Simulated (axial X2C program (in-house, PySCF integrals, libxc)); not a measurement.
**Low determinants of WH at the PBE0 level, 2c**

Computed with an in-house relativistic program for diatomic molecules. Two-component (2c) means X2C with spin–orbit coupling and atomic mean-field two-electron Coulomb and Gaunt terms. Basis: W dyall-cv3z [13s14p9d7f4g], H dyall-v3z [6s2p1d] (cores contracted in-house); Gaussian nuclei, density fitting, unrestricted open shells. Masses: W 183.951 u, H 1.008 u.

Search at 1.690 Å (vertical energies from the lowest determinant):

```json
{"ΔE (eV)": "0.00", "state": "Ω = 5/2", "electrons beyond evenly filled partner blocks": "ω = 5/2", "electrons in ±ω = 1/2, 3/2, 5/2, 7/2": "42 22 9 2"}
{"ΔE (eV)": "0.91", "state": "Ω = 1/2", "electrons beyond evenly filled partner blocks": "ω = 1/2", "electrons in ±ω = 1/2, 3/2, 5/2, 7/2": "43 22 8 2"}
{"ΔE (eV)": "1.32", "state": "Ω = 1/2", "electrons beyond evenly filled partner blocks": "ω = -1/2, ω = -3/2, ω = 5/2", "electrons in ±ω = 1/2, 3/2, 5/2, 7/2": "43 21 9 2"}
{"ΔE (eV)": "1.49", "state": "Ω = 7/2", "electrons beyond evenly filled partner blocks": "ω = -1/2, ω = 3/2, ω = 5/2", "electrons in ±ω = 1/2, 3/2, 5/2, 7/2": "43 21 9 2"}
{"ΔE (eV)": "1.62", "state": "Ω = 3/2", "electrons beyond evenly filled partner blocks": "ω = 1/2, ω = -3/2, ω = 5/2", "electrons in ±ω = 1/2, 3/2, 5/2, 7/2": "43 21 9 2"}
{"ΔE (eV)": "1.71", "state": "Ω = 3/2", "electrons beyond evenly filled partner blocks": "ω = 3/2", "electrons in ±ω = 1/2, 3/2, 5/2, 7/2": "42 23 8 2"}
{"ΔE (eV)": "1.72", "state": "Ω = 3/2", "electrons beyond evenly filled partner blocks": "2 × ω = -1/2, ω = 5/2", "electrons in ±ω = 1/2, 3/2, 5/2, 7/2": "42 22 9 2"}
```

Lowest determinant, Ω = 5/2 (⟨Sz⟩ = 2.47, ⟨Lz⟩ = 0.03 at PBE0): Re = 1.703 Å, ωe = 1937.3 cm⁻¹.

The determinant in row 2 of the search, Ω = 1/2 (⟨Sz⟩ = -1.44, ⟨Lz⟩ = 1.94 at PBE0), was followed along the bond at PBE0; measured from the minimum of the lowest determinant it gives:

Te = 0.910 eV (7337 cm⁻¹), Re = 1.663 Å, ωe = 2031.4 cm⁻¹.

Question: Compare the bond of the determinant in row 2 with that of the lowest one.

Answer: At PBE0 its Re is 0.040 Å shorter and its force constant, which goes as ωe², is 1.10 times that of the lowest determinant. T0 ≈ Te + Δωe/2 = 7337 + (47) = 7384 cm⁻¹.

The search compares states at one distance, so a state with another bond length can lie lower; it is not exhaustive and yields mostly the lowest determinant of each block pattern, so other components and higher states of one pattern are missing. These are energies of single determinants, not of spin-adapted states; PBE0 term energies can be off by some tenths of an eV, and the functional has no current term.
